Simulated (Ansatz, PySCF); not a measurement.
Complex: H2O (SMILES O) (first 3 atoms) with HF (SMILES F); geometry from B3LYP-D3(BJ)/def2-TZVP.
(charge 0, multiplicity 1):
```
atom    x (Å)    y (Å)    z (Å)
----  -------  -------  -------
O     -0.0849  -0.2722   0.3220
H      0.7239  -0.7519   0.1114
H     -0.1109   0.4892  -0.2683
F     -0.2686   0.3824   2.8667
H     -0.2381   0.1251   1.9584
```

Counterpoise-corrected where a basis set is named; no monomer relaxation. Rows marked so take none.

Rows in 6-31G* carry no dispersion term and start afresh at each structure (6-31G* with six Cartesian d functions).

The values were computed with Ansatz (Gaussian orbitals); PySCF for 6-31G* rows, the dispersion terms. 

### Question
Give the interaction energy at the level B3LYP-D4/def2-TZVPPD.

### Answer
-9.5 kcal/mol

### Question
Estimate the interaction energy that M06-2X/6-31G* (no counterpoise) returns for this input.

### Answer
-11.5 kcal/mol

### Question
What interaction energy does revPBE-D3(BJ)/def2-TZVPPD give?

### Answer
-8.3 kcal/mol

Ansatz is a quantum-chemistry and plane-wave program.
